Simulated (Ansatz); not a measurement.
Input file for Ansatz (an electronic-structure program): R-wB97M-V/def2-TZVPP on H2INSn (SMILES [NH2][Sn][I]), a point of a torsion scan. Elements past Kr take the def2 small-core potentials; no spin–orbit coupling.

Ansatz 0.2 input:
```yaml
crystal:
  periodic: [false, false, false]
  atoms:
    - {symbol: N, position_ang: [-0.97689961, 0.10254381, -0.14862989]}
    - {symbol: Sn, position_ang: [0.91133806, 0.94394117, -0.34215390]}
    - {symbol: I, position_ang: [0.82909503, 1.35798406, -3.02901579]}
    - {symbol: H, position_ang: [-1.30211559, -0.73731668, -0.60945025]}
    - {symbol: H, position_ang: [-1.39599376, 0.07423136, 0.77431325]}
basis:
  gaussian:
    orbitals: def2-TZVPP
hamiltonian:
  xc: {name: wB97M-V}
scf: {lower_state_search: off}
```

It printed:

```
WARN ansatz: RAYON_NUM_THREADS=1 ignored (pool sized by the plan → 1); use --threads N
Functional definition: wB97M-V
these checks for a lower state are left out or cut short: stability, starts, cluster_reference, orbital_swaps, neighbouring_geometries, increment
integrals: 0.11 GiB planned
1094 factors; their error is unknown
integrals: 0.14 GiB planned
227 factors; integrals over basis functions are off by at most 6.8e-5 eV
mean field: 0.90 GiB planned
mean field evaluation 1: about -15448.8165 eV, gradient 5.5e1 eV
mean field evaluation 2: about -15440.9808 eV, gradient 7.9e1 eV
mean field evaluation 4: about -15455.0794 eV, gradient 2.6e0 eV
mean field evaluation 8: about -15455.0949 eV, gradient 9.1e-2 eV
mean field evaluation 16: about -15455.3067 eV, gradient 4.5e-4 eV
mean field -15455.30667035 eV, -567.9720441523 hartree, gradient 2.0e-6 eV, S^2 0.000000; 0 other end points of the search recorded, 0 dependent functions left out
reference -15455.30671441 eV, -567.9720457715 hartree; 28, 28 occupied and 131, 131 virtual orbitals, 1094 factors
Total energy: -15455.30671441 eV, -567.9720457715 hartree
Checks for a lower state left out: stability, starts, cluster_reference, orbital_swaps, neighbouring_geometries, increment
```

The run converged.

Cost: around 12 core-seconds (rough).
